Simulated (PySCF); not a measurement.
## Telling isomers of C6H5Cl apart by NMR

Rapidly exchanging positions averaged, no solvent model, one conformer, no relativistic terms. GIAO PBE0/pcSseg-1 shieldings; GFN2-xTB structure; PySCF 2.14.

Referencing at the same level of theory: 1H (31.72 ppm) and 13C (186.93 ppm) vs TMS. Where no couplings were computed, multiplicities follow the n + 1 count of equivalent neighbours, and m marks all less simple cases (inequivalent or close neighbours, rings, F or P nearby). Shifts are as computed. Against solution values, carbons near 30 ppm lie about +3 ppm off and those near 130 ppm about +5 ppm; carbons on Cl a further +6 ppm (rms about the fit 2.1 ppm; single classes can miss by 10 ppm). Of 1328 compounds with measured shifts, 309 miss one by over three times the rms of a fit or turn the order of signals round; such compounds aren't used in these exercises. Signals without a measured value on file couldn't be tested in this way; 1H shifts scatter by 0.2 ppm about their fit, and single ones miss by 0.5 ppm. Carbons bonded to Cl come out too deshielded.

(1) Tabulate the signals of `CC#CC1=C(Cl)C1`, `CC#CC#CCCl`, `C=C1C=C(Cl)C1=C` and their relative energies.

(2) What is the quickest way to tell CC#CC1=C(Cl)C1 from C=C1C=C(Cl)C1=C?

(3) What is the quickest way to tell CC#CC#CCCl from C=C1C=C(Cl)C1=C?

(4) What is the quickest way to tell CC#CC1=C(Cl)C1 from CC#CC#CCCl?

Results:

(1) 
```tsv
SMILES	carbon types	δC	δH	E rel. (kcal/mol)
CC#CC1=C(Cl)C1	4×C 1×CH2 1×CH3	127.5, 113.3, 101.3, 73.6, 22.9, 6.7	2.38 (s, 3H), 1.70 (s, 2H)	33.3
CC#CC#CCCl	4×C 1×CH2 1×CH3	86.5, 83.0, 74.3, 71.7, 39.2, 5.6	4.37 (s, 2H), 2.19 (s, 3H)	17.3
C=C1C=C(Cl)C1=C	3×C 1×CH 2×CH2	157.9, 156.8, 152.8, 150.6, 100.8, 99.0	7.05 (s, 1H), 5.20 (m, 1H), 5.20 (m, 1H), 5.05 (m, 1H), 4.97 (m, 1H)	0.0
```

Energies are electronic energies at PBE0/pcSseg-1 on these geometries, without zero-point or thermal terms, each for the one conformer computed, which needn't be the lowest.

(2) Both give the same number of carbon signals, but DEPT or the intensities differ. The first has an alkyne carbon (C) at 73.6 ppm, the second an alkene CH at 152.8 ppm. Their most deshielded carbons lie at 127.5 and 157.9 ppm. In the proton spectra the most deshielded non-exchanging signals are 2.38 (s, 3H) and 7.05 (s, 1H).

(3) Both give the same number of carbon signals, but DEPT or the intensities differ. The first has an alkyne carbon (C) at 86.5 ppm, the second a fully substituted alkene carbon (C) at 157.9 ppm. In the proton spectra the most deshielded non-exchanging signals are 4.37 (s, 2H) and 7.05 (s, 1H).

(4) Both give the same number of carbon signals, with the same numbers of each carbon type, so the positions decide. The first has a fully substituted alkene carbon (C) at 127.5 ppm, the second a propargylic sp3 CH2 bonded to Cl at 39.2 ppm. Their most deshielded carbons lie at 127.5 and 86.5 ppm. In the proton spectra the most deshielded non-exchanging signals are 2.38 (s, 3H) and 4.37 (s, 2H).
